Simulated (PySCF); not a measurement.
In(Cl)(vinyl)(OH) (C₂H₄ClInO), SMILES [In]([Cl])([CH]=C)[OH].

Coordinates come from a B3LYP-D3(BJ)/def2-SVP optimisation. The structure was generated by enumeration; whether it is a known compound was not checked. The def2 effective core potentials stand for the cores of In; spin–orbit coupling is left out. The values are those of a single conformer.

Two levels are set side by side: PBE/def2-TZVP (PySCF) and M06-2X/def2-TZVP (PySCF). Same geometry, gas phase. Differences are taken from unrounded values.

```csv
quantity,M06-2X
orbital gap (eV),8.55
highest occupied level (eV),-9.65
lowest empty level (eV),-1.10
dipole moment (D),2.48
mean polarisability (bohr³),73.4
```

What does PBE give, and how far is it from M06-2X? (The exact figures need the calculation; the answer reports its results.)


| quantity | PBE | PBE minus M06-2X |
|---|---|---|
| orbital gap (eV) | 4.44 | -4.11 |
| highest occupied level (eV) | -6.93 | 2.72 |
| lowest empty level (eV) | -2.49 | -1.38 |
| dipole moment (D) | 2.46 | -0.02 |
| mean polarisability (bohr³) | 78.9 | 5.5 |

PBE's occupied levels lie high since its potential decays too fast outside the molecule; exact exchange lowers them and widens the gap. PBE's more diffuse valence density responds more strongly to a field. Differences between two approximate levels are no errors against the true value.

Rough cost on one machine, each run with all the roots and properties that it gave: M06-2X against PBE about 3 times.
